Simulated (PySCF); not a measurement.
PySCF 2.14 output of an unrestricted PBE calculation on a single atom or ion in aug-cc-pVTZ-PP with ECP60MDF, with scalar relativity through the core potential:

```
SCF conv_tol = 1e-09
number electrons alpha = 12  beta = 9
    J. P. Perdew, K. Burke, and M. Ernzerhof.,  Phys. Rev. Lett. 77, 3865 (1996)
    J. P. Perdew, K. Burke, and M. Ernzerhof.,  Phys. Rev. Lett. 78, 1396 (1997)
    J. P. Perdew, K. Burke, and M. Ernzerhof.,  Phys. Rev. Lett. 77, 3865 (1996)
    J. P. Perdew, K. Burke, and M. Ernzerhof.,  Phys. Rev. Lett. 78, 1396 (1997)
cycle= 1 E= -192.0180708907  delta_E= -0.0118  |g|= 0.0189  |ddm|= 0.561
cycle= 2 E= -192.018137908882  delta_E= -6.7e-05  |g|= 0.0125  |ddm|= 0.0583
cycle= 3 E= -192.018186881727  delta_E= -4.9e-05  |g|= 0.000596  |ddm|= 0.0217
cycle= 4 E= -192.018187119946  delta_E= -2.38e-07  |g|= 7.34e-05  |ddm|= 0.00231
cycle= 5 E= -192.018187124777  delta_E= -4.83e-09  |g|= 3.15e-06  |ddm|= 0.000423
cycle= 6 E= -192.018187124808  delta_E= -3.15e-11  |g|= 2.91e-07  |ddm|= 3.38e-05
converged SCF energy = -192.018187124808  <S^2> = 3.7510895  2S+1 = 4.0005447
```

The run itself started from symmetry-adapted Hartree-Fock orbitals and held the occupation by maximum overlap, on a logarithmic radial grid, so the iterations belong to that start.

Which element, charge and spin multiplicity is this?

Pb⁺ (lead, charge +1), multiplicity 4; the state was [Xe] 4f14 5d10 6s1 6p1 6d1, one real determinant (an excited configuration).

⟨L²⟩ = 8.01 against 12 for a pure F term, so this real determinant mixes terms. Energies and moments cover only the electrons outside the core potential. Spin-orbit coupling, absent here, splits the open shell strongly. The outer electron is Rydberg-like, and this basis confines it to a smaller radius and binds it less than a complete one would.
